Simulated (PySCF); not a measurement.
# Atomic charges by several schemes

Species: MoNCl3 (singlet state).
Cartesian coordinates in Å at the PBE0-D3(BJ)/def2-SVP level; atoms count from 1:
```
atom  x, y, z in Å
Mo1    0.007   -0.002    0.031
N2     0.232   -0.033    1.626
Cl3    2.075    0.026   -0.860
Cl4   -1.159    1.881   -0.363
Cl5   -1.154   -1.871   -0.434
```

Density: PBE0/pcSseg-1 (def2-TZVP on Mo) (PySCF); schemes: Mulliken and ESP-fitted. Isolated species at its PBE0-D3(BJ)/def2-SVP geometry, gas phase. Atoms past krypton carry effective core potentials; spin–orbit coupling is left out.

**Question.** What partial charge does each atom carry?

**Answer.** In e:

```csv
atom,environment,Mulliken,ESP-fitted
Mo1,molybdenum bonded to 3 Cl and N,+0.964,+0.514
N2,nitrogen bonded to Mo,-0.252,-0.234
Cl3,chlorine bonded to Mo,-0.238,-0.093
Cl4,chlorine bonded to Mo,-0.237,-0.093
Cl5,chlorine bonded to Mo,-0.237,-0.093
```

Mean size of the charges over all atoms: Mulliken 0.386 e, ESP-fitted 0.206 e. Each set sums to the total charge, 0, to within 0.001 e. The ESP scheme fits charges at the nuclei, held to the total charge, to the electrostatic potential on points at 1.4 to 2.0 times the van der Waals radii. The Mulliken scheme gives each basis function's population to the atom it is centred on and halves the overlap population of two atoms between them.

Lowest charge. All schemes agree: Mulliken N2 (-0.252); ESP-fitted N2 (-0.234).

Highest charge. All schemes agree: Mulliken Mo1 (+0.964); ESP-fitted Mo1 (+0.514).

**Question.** Sum the charges by element, for elements with more than one atom.

**Answer.** 
| element | atoms | Mulliken | ESP-fitted |
| --- | --- | --- | --- |
| Cl | 3 | -0.712 | -0.280 |

**Question.** How many electrons does the ESP-fitted scheme count on Cl3?

**Answer.** Z − q = 17 − (-0.093) = 17.093.
